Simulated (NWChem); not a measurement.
System: C2H4FNOSi; SMILES [Si@@](N)(O)(F)C#C

Here is an NWChem input.

```
start job
memory heap 200 mb stack 900 mb global 1100 mb
geometry units angstroms noautosym nocenter noautoz
  C      0.142714     2.725180    -0.034534
  C      0.043942     1.513572     0.006120
  Si    -0.041649    -0.309088     0.031633
  N      0.950785    -1.135863    -1.085357
  O     -1.626731    -0.682005    -0.187150
  F      0.492350    -0.792963     1.481788
  H      0.224052     3.797557    -0.064639
  H      1.916239    -1.326583    -0.841191
  H      0.847504    -0.978373    -2.081232
  H     -1.812831    -1.618854    -0.307139
end
basis spherical
  * library sto-3g
end
dft
  xc hfexch
  iterations 150
end
property
  shielding
end
task dft property
```

STO-3G and 3-21G are far too small for this property and stand as cheap habits. Geometry: optimised at PBE0/def2-SVP.

GIAO values for the isolated, static molecule; σ is the absolute isotropic shielding, δ = σ(reference) − σ with the isolated reference molecule computed at the same levels (13C: tetramethylsilane, 1H: tetramethylsilane, 17O: water, 29Si: tetramethylsilane).

Atoms are numbered as in the input.

### Question
Predict the main results of this run. (Hartree-Fock/STO-3G, GIAO.) Quantities: δ C1 (ppm); δ C2 (ppm); δ Si3 (ppm); δ O5 (ppm); δ H8 (ppm); δ H9 (ppm); δ H10 (ppm).

### Answer
```yaml
"δ C1 (ppm)": 92.4
"δ C2 (ppm)": 69.8
"δ Si3 (ppm)": -12.3
"δ O5 (ppm)": -79.8
"δ H8 (ppm)": -1.23
"δ H9 (ppm)": -1.35
"δ H10 (ppm)": -2.52
```
